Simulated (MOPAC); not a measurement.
Job for MOPAC: AM1 on H4PbSSi (SMILES [SiH3][Pb][SH]), a point of a torsion scan.

```
AM1 1SCF PRECISE CHARGE=0 THREADS=1
H4PbSSi

Si    -1.32385016 1    -0.22432039 1    -0.00162821 1
Pb     0.73338866 1     1.49663664 1     0.12348853 1
S      2.51927476 1    -0.29258925 1     0.20877810 1
H     -1.07495279 1    -1.53643143 1    -0.59930402 1
H     -2.50861755 1     0.27830282 1    -0.70521905 1
H     -1.82566855 1    -0.53103475 1     1.34189822 1
H      1.94403860 1    -1.27157476 1    -0.46665621 1
```

Program output:

```
*******************************************************************************
 **                                                                           **
 **                              MOPAC v23.2.5                                **
 **                                                                           **
 *******************************************************************************
 ** MOPAC's Digital Object Identifier: https://doi.org/10.5281/zenodo.6511958 **
 **                                                                           **
 ** Please cite the open-source release paper for use of this MOPAC version:  **
 ** J. E. Moussa and J. J. P. Stewart (2026)                                  **
 ** MOPAC: An open-source semiempirical molecular orbital program             **
 ** J. Open Source Softw., 11(119), 8025, https://doi.org/10.21105/joss.08025 **
 *******************************************************************************

                              AM1 CALCULATION RESULTS

 *******************************************************************************
 *  AM1        - The AM1 Hamiltonian to be used
 *
 *
 *
 *                 CHARGE ON SYSTEM = 0
 *
 *
 *
 *  PRECISE    - TIGHTER CRITERIA TO BE USED
 *  1SCF       - DO 1 SCF AND THEN STOP
 *  THREADS=1  - MULTI-THREADING NOT USED
 *  T=         - A TIME OF 172800.0 SECONDS REQUESTED
 *  DUMP=N     - RESTART FILE WRITTEN EVERY 7200.0 SECONDS REQUESTED
 *******************************************************************************
AM1 1SCF PRECISE CHARGE=0 THREADS=1
 H4PbSSi

   ATOM   CHEMICAL          X               Y               Z
  NUMBER   SYMBOL      (ANGSTROMS)     (ANGSTROMS)     (ANGSTROMS)

     1      Si         -1.32385016  *  -0.22432039  *  -0.00162821  *
     2      Pb          0.73338866  *   1.49663664  *   0.12348853  *
     3       S          2.51927476  *  -0.29258925  *   0.20877810  *
     4       H         -1.07495279  *  -1.53643143  *  -0.59930402  *
     5       H         -2.50861755  *   0.27830282  *  -0.70521905  *
     6       H         -1.82566855  *  -0.53103475  *   1.34189822  *
     7       H          1.94403860  *  -1.27157476  *  -0.46665621  *



          CARTESIAN COORDINATES

    NO.       ATOM           X           Y           Z

     1        Si         -1.3239     -0.2243     -0.0016
     2        Pb          0.7334      1.4966      0.1235
     3         S          2.5193     -0.2926      0.2088
     4         H         -1.0750     -1.5364     -0.5993
     5         H         -2.5086      0.2783     -0.7052
     6         H         -1.8257     -0.5310      1.3419
     7         H          1.9440     -1.2716     -0.4667

  H: (AM1): M.J.S. DEWAR ET AL, J. AM. CHEM. SOC. 107 3902-3909 (1985)
 Si: (AM1): M.J.S.DEWAR, C. JIE, ORGANOMETALLICS, 6, 1486-1490 (1987).
  S: (AM1): M.J.S. DEWAR, Y-C YUAN, INORGANIC CHEMISTRY, 29, 3881:3890,  (1990)
 Pb: (AM1): J. J. P. STEWART, J. MOL. MOD., 10, 155-164 (2004)

           Empirical Formula: H4 Si Pb S  =     7 atoms



      MOLECULAR POINT GROUP   :   C1


      RHF CALCULATION, NO. OF DOUBLY OCCUPIED LEVELS = 9


 -------------------------------------------------------------------------------
 AM1 1SCF PRECISE CHARGE=0 THREADS=1
 H4PbSSi



     1SCF WAS SPECIFIED, SO BFGS WAS NOT USED
     SCF FIELD WAS ACHIEVED


                              AM1 CALCULATION
                                                       MOPAC v23.2.5 Linux




          FINAL HEAT OF FORMATION =         34.77932 KCAL/MOL =     145.51667 KJ/MOL


          COSMO AREA              =        142.57 SQUARE ANGSTROMS
          COSMO VOLUME            =        139.76 CUBIC ANGSTROMS

          IONIZATION POTENTIAL    =          8.986657 EV
          HOMO LUMO ENERGIES (EV) =         -8.987 -2.258
          NO. OF FILLED LEVELS    =          9
          MOLECULAR WEIGHT        =        271.3771         POINT GROUP:  C1

          MOLECULAR DIMENSIONS (Angstroms)

            Atom       Atom       Distance
            H     5    S     3     5.14208
           Pb     2    H     4     3.24941
            H     6    H     7     2.39313


          SCF CALCULATIONS        =          1





   ATOM   CHEMICAL          X               Y               Z
  NUMBER   SYMBOL      (ANGSTROMS)     (ANGSTROMS)     (ANGSTROMS)

     1      Si         -1.32385016  *  -0.22432039  *  -0.00162821  *
     2      Pb          0.73338866  *   1.49663664  *   0.12348853  *
     3       S          2.51927476  *  -0.29258925  *   0.20877810  *
     4       H         -1.07495279  *  -1.53643143  *  -0.59930402  *
     5       H         -2.50861755  *   0.27830282  *  -0.70521905  *
     6       H         -1.82566855  *  -0.53103475  *   1.34189822  *
     7       H          1.94403860  *  -1.27157476  *  -0.46665621  *

                             CARTESIAN COORDINATES

   1   Si       -1.323850160    -0.224320390    -0.001628210
   2   Pb        0.733388660     1.496636640     0.123488530
   3    S        2.519274760    -0.292589250     0.208778100
   4    H       -1.074952790    -1.536431430    -0.599304020
   5    H       -2.508617550     0.278302820    -0.705219050
   6    H       -1.825668550    -0.531034750     1.341898220
   7    H        1.944038600    -1.271574760    -0.466656210


           Empirical Formula: H4 Si Pb S  =     7 atoms



      MOLECULAR POINT GROUP   :   C1


                  EIGENVALUES
 -19.83233 -17.72043 -15.30207 -13.40589 -12.13798 -12.05645 -10.22405 -10.06924
  -8.98666  -2.25831  -2.17601  -1.30699   1.55767   1.57553   1.61653   2.78090


              NET ATOMIC CHARGES AND DIPOLE CONTRIBUTIONS

  ATOM NO.   TYPE          CHARGE      No. of ELECS.   s-Pop       p-Pop
    1         Si          -0.067852        4.0679     0.92283     3.14502
    2         Pb           0.575374        3.4246     1.93166     1.49297
    3          S          -0.375251        6.3753     1.90710     4.46816
    4          H          -0.084414        1.0844     1.08441
    5          H          -0.077620        1.0776     1.07762
    6          H          -0.073552        1.0736     1.07355
    7          H           0.103315        0.8967     0.89668
 DIPOLE           X         Y         Z       TOTAL
 POINT-CHG.     0.898     4.812    -0.234     4.901
 HYBRID        -1.820    -3.123    -0.643     3.672
 SUM           -0.922     1.689    -0.878     2.115


          ATOMIC ORBITAL ELECTRON POPULATIONS

     Atom    s        px        py        pz
    1 Si   0.92283   1.14575   1.05722   0.94204
    2 Pb   1.93166   0.58777   0.70136   0.20384
    3  S   1.90710   1.47028   1.36725   1.63062
    4  H   1.08441
    5  H   1.07762
    6  H   1.07355
    7  H   0.89668

 **********************
 *                    *
 * JOB ENDED NORMALLY *
 *                    *
 **********************




 == MOPAC DONE ==
```

The run finished.

Cost: around 0.04 core-seconds (rough).
